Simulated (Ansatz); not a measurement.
```xyz
2

Li    0.0000    0.0000    0.0000
F     0.0000    0.0000    3.9000
```

Basis set: pcseg-2 (spherical functions). Charge 0, multiplicity 1.

Computed with Ansatz (development build ahead of 0.2.0); each method stands on the lowest determinant of its kind that the runs found.

The atomization energy at this shape (free ground-state atoms in the same class of orbitals less the molecule, no zero-point energy) of singlet LiF:

| method | atomization energy |
| --- | --- |
| UHF | 0.26 kcal/mol |

Task: What does PBE (unrestricted) give?

Result: 50.14 kcal/mol. Caution: the shape is not the minimum. Caution for PBE (unrestricted): charge can spread falsely over distant fragments; the unrestricted determinant is spin contaminated. Caution for UHF: the unrestricted determinant is a mixture of spin states.
